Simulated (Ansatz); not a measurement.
Consider the ligand exchange at the Si–C bond: `F[SiH2]C[SiH](F)F` + `S[SiH2]Cl` → `F[SiH](F)S[SiH2]Cl` + `C[SiH2]F`.

Computed with Ansatz on PBE0-D4/def2-TZVP structures; ΔE is electronic, products minus reactants. CCSD(T)/CBS adds triple-zeta CCSD(T) − MP2 to the extrapolated MP2 energy (def2 sets, frozen cores). DFT in def2-TZVPP. B3LYP here is the variant with VWN-RPA as its local correlation; programs differ in this. Each species was taken in one conformer, which may not be the lowest.

`F[SiH2]C[SiH](F)F`:

Cartesian coordinates in Å:
```
F -1.853 -0.724 -2.117
Si -0.445 -0.270 -1.503
C -0.631 -0.144 0.346
Si 0.849 0.365 1.314
F 2.036 -0.659 1.049
F 1.345 1.791 0.818
H 0.556 -1.298 -1.869
H -0.100 1.043 -2.095
H -1.434 0.572 0.561
H -0.959 -1.119 0.725
H 0.636 0.442 2.772
```

`S[SiH2]Cl`:

```xyz
6

S    -1.138   -1.192   -0.438
Si    0.067    0.502   -0.018
Cl    1.996    0.298   -0.692
H    -0.512   -1.983    0.451
H     0.153    0.749    1.437
H    -0.566    1.626   -0.740
```

`F[SiH](F)S[SiH2]Cl`:

Z-matrix (Å, degrees):
```
Si
F 1 1.584
S 1 2.106 2 111.2
F 1 1.584 2 105.8 3 -120.4
H 1 1.470 2 109.0 3 121.3
Si 3 2.140 1 98.7 2 -70.8
Cl 6 2.043 3 111.5 1 -91.4
H 6 1.476 3 106.0 1 151.0
H 6 1.477 3 110.1 1 29.0
```

`C[SiH2]F`:

Cartesian coordinates in Å:
```
C 0.527 0.218 -0.803
Si -0.471 -0.152 0.715
F -0.539 -1.740 0.932
H 0.077 -0.236 -1.688
H 0.578 1.299 -0.964
H 1.547 -0.158 -0.703
H 0.149 0.434 1.931
H -1.867 0.336 0.580
```

```
             level  ΔE (eV)
           ωB97X-V    -0.52
          PBE-QIDH    -0.53
              PBE0    -0.53
             B3LYP    -0.50
           r2SCAN0    -0.54
       HF/def2-SVP    -0.46
CCSD(T)/def2-TZVPP    -0.49
     MP2/CBS(def2)    -0.57
```

**Question.** What does CCSD(T)/CBS give? (An estimate is asked.)

**Answer.** Computed: -0.52 eV. The listed levels differ from it by 0.00, -0.01, -0.01, 0.02, -0.02, 0.06, 0.03, -0.05 eV.

Largest T1 diagnostic among the species: 0.012.

The D4 term adds −0.05 eV with B3LYP and −0.03 eV with PBE0; it sums over pairs of atoms, weighted by their polarisabilities, and B3LYP, whose exchange is more repulsive, gets the larger term. At CCSD(T), def2-SVP lies +0.04 eV from the extrapolated value and def2-TZVPP +0.03 eV. Leaving LDA and LC-ωPBE aside and taking each functional with its dispersion term where it has one, the values, not all of them listed here, spread over 0.07 eV, from revPBE-D4 to CAM-B3LYP-D4.
